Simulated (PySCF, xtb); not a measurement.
2-fluorocyclopent-2-en-1-one (C5H5FO), SMILES C1(=O)C(F)=CCC1.

GFN2-xTB run with xtb at its own geometry gives an orbital gap of 3.07 eV and a dipole moment of 5.26 D.

Geometry optimised at PBE0-D3(BJ)/def2-SVP. Other conformers were not sampled.

Question: What does CAM-B3LYP/def2-TZVP (PySCF) give? (Estimate from the structure and the level; the computed values follow.)

Answer: gap 8.48 eV (levels -8.91 and -0.43 eV), dipole 4.50 D.
